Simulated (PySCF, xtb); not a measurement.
HgBr, SMILES [Br][Hg] (connectivity only; charge and spin as stated), neutral, multiplicity 2.

Harmonic wavenumbers (cm⁻¹) from GFN2-xTB (xtb) at its own minimum, in rising order: 46.

Problem. What does PySCF with B3LYP-D3(BJ)/def2-TZVP give at its own minimum? (An estimate is asked for; the answer gives what the named calculation found.)

Solution. 152. Paired by order, the mean absolute difference is 107 cm⁻¹ and the zero-point energies are 0.1 and 0.2 kcal/mol.
